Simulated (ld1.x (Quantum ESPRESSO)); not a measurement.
## u(r) = r·R(r): atom against pseudo-atom (rhodium (Rh))

Columns: radius, all-electron u(r) and pseudo u(r) of the 4p shell (level -50.53 eV) of rhodium in the configuration [Ar] 3d10 4s2 4p6 4d8 5s1 5p0; LDA (PZ), scalar-relativistic, TM scheme, ld1.x (Quantum ESPRESSO) 7.5.

| r (bohr) | all-electron | pseudo |
| --- | --- | --- |
| 0.093 | 0.3406 | 0.0212 |
| 0.185 | -0.2677 | 0.0829 |
| 0.278 | -0.5893 | 0.1831 |
| 0.370 | -0.4318 | 0.3141 |
| 0.463 | -0.0433 | 0.4703 |
| 0.555 | 0.3649 | 0.6362 |
| 0.648 | 0.7003 | 0.7993 |
| 0.740 | 0.9256 | 0.9373 |
| 0.833 | 1.0515 | 1.0353 |
| 0.925 | 1.0949 | 1.0803 |
| 1.018 | 1.0796 | 1.0733 |
| 1.110 | 1.0260 | 1.0247 |
| 1.203 | 0.9490 | 0.9489 |
| 1.295 | 0.8617 | 0.8617 |
| 1.388 | 0.7702 | 0.7702 |
| 1.480 | 0.6816 | 0.6816 |
| 1.573 | 0.5971 | 0.5971 |
| 1.665 | 0.5203 | 0.5203 |
| 1.758 | 0.4501 | 0.4501 |
| 1.850 | 0.3883 | 0.3883 |
| 1.943 | 0.3332 | 0.3332 |
| 2.035 | 0.2856 | 0.2856 |
| 2.128 | 0.2436 | 0.2436 |
| 2.220 | 0.2078 | 0.2078 |
| 2.313 | 0.1766 | 0.1766 |
| 2.405 | 0.1502 | 0.1502 |

How many radial nodes do the two functions have?

The all-electron 4p function has n − l − 1 = 2; the pseudo-wave has 0, since the states of the same l below it are removed with the core.

At about which radius was the pseudo-wave matched?

1.30 bohr. The columns agree to 0.0005 from 1.20 bohr on; several derivatives are matched, so the curves merge somewhat inside the radius.

Is the pseudo-wave norm-conserving?

Yes: the TM scheme keeps the norm inside the radius equal to the all-electron one, which fixes the energy derivative of the logarithmic derivative at the level.
